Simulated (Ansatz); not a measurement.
`[OH][Al]([F])[Cl]` + CH₃OH → `C[O][Al]([OH])[F]` + HCl at 298.15 K and 1 bar (ligand exchange at the Al–Cl bond).

Calculated with Ansatz (gas phase, PBE0-D4/def2-TZVP geometries, no zero-point term in ΔE). CBS: def2 TZ/QZ extrapolation, frozen cores. One conformer a species, not always the lowest.

```json
{"species": "`[OH][Al]([F])[Cl]`", "CCSD(T)/CBS energy (Eh)": "-877.57344", "H − E (kJ/mol)": "63.6", "S (J/(mol·K))": "311.3"}
{"species": "CH₃OH", "CCSD(T)/CBS energy (Eh)": "-115.61226", "H − E (kJ/mol)": "146.3", "S (J/(mol·K))": "238.2"}
{"species": "`C[O][Al]([OH])[F]`", "CCSD(T)/CBS energy (Eh)": "-532.79287", "H − E (kJ/mol)": "175.8", "S (J/(mol·K))": "353.5"}
{"species": "HCl", "CCSD(T)/CBS energy (Eh)": "-460.38167", "H − E (kJ/mol)": "26.6", "S (J/(mol·K))": "186.8"}
```

H − E and S are ideal-gas, rigid-rotor, harmonic terms from PBE0-D4/def2-TZVP, for one conformer and one mirror image of each species. 1 Eh = 2625.50 kJ/mol, R = 8.31446 J/(mol·K).

Problem. By hand: ΔE, ΔH, ΔS and ΔG.

Solution. ΔE = (-532.79287) + (-460.38167) − (-877.57344) − (-115.61226) = 0.01116 Eh = 29.3 kJ/mol. Δ(H − E) = 175.8 + 26.6 − 63.6 − 146.3 = -7.5, so ΔH = 21.8 kJ/mol. ΔS = 353.5 + 186.8 − 311.3 − 238.2 = -9.2 J/(mol·K). ΔG = 21.8 − 298.15 × (-9.2)/1000 = 24.5 kJ/mol.

Problem. By hand: the equilibrium constant, and the temperature at which ΔG would vanish if ΔH and ΔS stayed fixed.

Solution. log₁₀ K = −ΔG/(RT ln 10) = -4.3. ΔH and −TΔS have one sign here, so there is no such temperature.

The number of gas molecules stays the same, so ΔS is small and ΔH decides. A doubt of 5 kJ/mol in ΔE shifts log₁₀ K by 0.9 here. Other conformers and mirror images would add mixing entropy, several J/(mol·K) or more a flexible species. These are equilibria of isolated gas molecules and say nothing of rates. Largest T1 diagnostic: 0.012 (customary marks: 0.02 for closed shells, 0.045 for open ones).

ΔS is within the doubt of such terms, so its sign, and with it that verdict, could turn.
